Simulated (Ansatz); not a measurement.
Geometry optimisation, DFT PBE, scalar-relativistic, plane waves, PAW in Ansatz 0.2.0.

Input:

```yaml
crystal:
  lattice:
    - [0.0, 5.43, 5.43]
    - [5.43, 0.0, 5.43]
    - [5.43, 5.43, 0.0]
  atoms:
    - { symbol: Si, position: [0.0, 0.0, 0.0] }
    - { symbol: Si, position: [0.125, 0.125, 0.125] }
    - { symbol: Si, position: [0.0, 0.0, 0.5] }
    - { symbol: Si, position: [0.125, 0.125, 0.625] }
    - { symbol: Si, position: [0.0, 0.5, 0.0] }
    - { symbol: Si, position: [0.125, 0.625, 0.125] }
    - { symbol: Si, position: [0.0, 0.5, 0.5] }
    - { symbol: Si, position: [0.125, 0.625, 0.625] }
    - { symbol: Si, position: [0.5, 0.0, 0.0] }
    - { symbol: Si, position: [0.625, 0.125, 0.125] }
    - { symbol: Si, position: [0.5, 0.0, 0.5] }
    - { symbol: Si, position: [0.625, 0.125, 0.625] }
    - { symbol: Si, position: [0.5, 0.5, 0.0] }
    - { symbol: Si, position: [0.625, 0.625, 0.125] }
    - { symbol: Si, position: [0.5, 0.5, 0.5] }
    - { symbol: Si, position: [0.625, 0.625, 0.625] }
    - { symbol: Cu, position: [0.3824891, 0.3844144, 0.8674048] }
total_charge: 1
basis:
  ecutwfc: 420.0
kpoints:
  mp_grid: { grid: [2, 2, 2] }
hamiltonian:
  xc: pbe
  pseudopotentials: { kind: paw, azcp: { folder: soft_1 } }
scf:
  occupations: { method: gaussian, width: 0.02 }
  lower_state_search: "off"
relax:
  f_tol: 0.03
  max_steps: 60
  adjacent_minimum: "off"
output:
  write_density: true
  write_potential: true
  elf: true
  volumetric_format: npy
```

Run as:

```bash
$ ansatz run input.yaml --threads 1 --pin off --max-ram 3072MiB --backend cpu --events-out ev --progress --plain --runs-dir out
```

Question: Where does it end, and by what steps?

Answer: The forces met the threshold. Limits of this set-up: coarse k mesh, charged cell in a uniform background, uncorrected. After 8 steps the energy has fallen by 0.157 eV; Si13 moved furthest, 0.24 Å.

| step | energy less start (eV) | largest force component (eV/Å) | accepted |
| --- | --- | --- | --- |
| 0 | 0.0000 | 0.698 | yes |
| 1 | -0.1083 | 0.235 | yes |
| 2 | -0.1236 | 0.066 | yes |
| 3 | -0.1296 | 0.058 | yes |
| 4 | -0.1357 | 0.121 | yes |
| 5 | -0.1466 | 0.121 | yes |
| 6 | -0.1114 | 0.245 | no |
| 7 | -0.1560 | 0.042 | yes |
| 8 | -0.1574 | 0.023 | yes |

```xyz
17
Lattice="0.0000 5.4300 5.4300 5.4300 0.0000 5.4300 5.4300 5.4300 0.0000" Properties=species:S:1:pos:R:3
Si -0.058 -0.059 -0.031
Si 1.313 1.312 1.294
Si 2.668 2.669 -0.045
Si 4.020 4.022 1.306
Si 2.658 -0.004 2.715
Si 4.068 1.399 4.117
Si 5.368 2.685 2.659
Si 6.741 4.007 4.031
Si -0.002 2.653 2.718
Si 1.398 4.065 4.117
Si 2.682 5.369 2.660
Si 4.006 6.740 4.032
Si 2.851 2.850 5.572
Si 4.196 4.191 6.918
Si 5.425 5.425 5.381
Si 6.827 6.829 6.790
Cu 6.938 6.933 4.230
```

Run time: 60 s on 1 thread of Arm Neoverse V2, on a shared host, peak memory 0.56 GiB.
